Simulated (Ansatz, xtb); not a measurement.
## BrClFH2Si2+: where a starting geometry ends

The starting geometry of this gas-phase singlet has its atoms placed at random.

```xyz
7

Br   -2.0951   -0.1829   -0.9476
Cl   -0.0610   -1.1306   -0.1665
F     0.3284    0.6615   -1.4842
Si   -0.4613    2.0045    1.0787
Si    0.0705   -0.1870    1.8549
H    -1.6060    0.8222    1.0111
H    -1.1039   -1.0408    0.8253
```

**Question.** One run relaxed it with r2SCAN-D4/def2-SVP. What is a likely outcome?

**Answer.** It ends as a structure with Cl2 bridging Si5 and H7, given below by its coordinates. Distances that change by over a tenth: Cl2–Si5 (2.23 → 2.50 Å), Si5–H7 (1.78 → 3.08 Å). Contacts that open: Br1–Cl2 (2.38 → 4.06 Å), Si4–H6 (1.65 → 2.82 Å). Contacts that close: Br1–Si4 (3.40 → 2.16 Å), F3–Si4 (3.00 → 1.60 Å), Si5–H6 (2.13 → 1.52 Å).

The energy falls by 11.14 eV over 43 steps:

```csv
step,E − E(last) (eV)
1,11.142
6,5.320
10,1.559
15,0.270
20,0.220
24,0.213
29,0.061
34,0.006
38,0.001
43,0.000
```

Final geometry (Å):

```xyz
7

Br   -1.4781    0.5573   -2.3486
Cl   -0.5995   -2.0680    0.6172
F    -0.4556    2.8407   -0.4775
Si   -0.6930    1.2589   -0.4677
Si    0.5187    0.0900    1.2177
H    -0.5967    0.3778    2.2104
H    -1.6240   -2.1099    1.4203
```

From the same start GFN2-xTB ends elsewhere, differing in Si4–H6 (1.44 against 2.82 Å here), Si5–H6 (3.56 against 1.52 Å here).

From so rough a start the end depends on the optimiser's path, so another program may land elsewhere. No frequencies were run, so the end isn't proven a minimum. Run with Ansatz 0.2.0, 2.4 min on 2 threads of Intel(R) Xeon(R) Platinum 8375C CPU @ 2.90GHz (Ice Lake) (shared host).
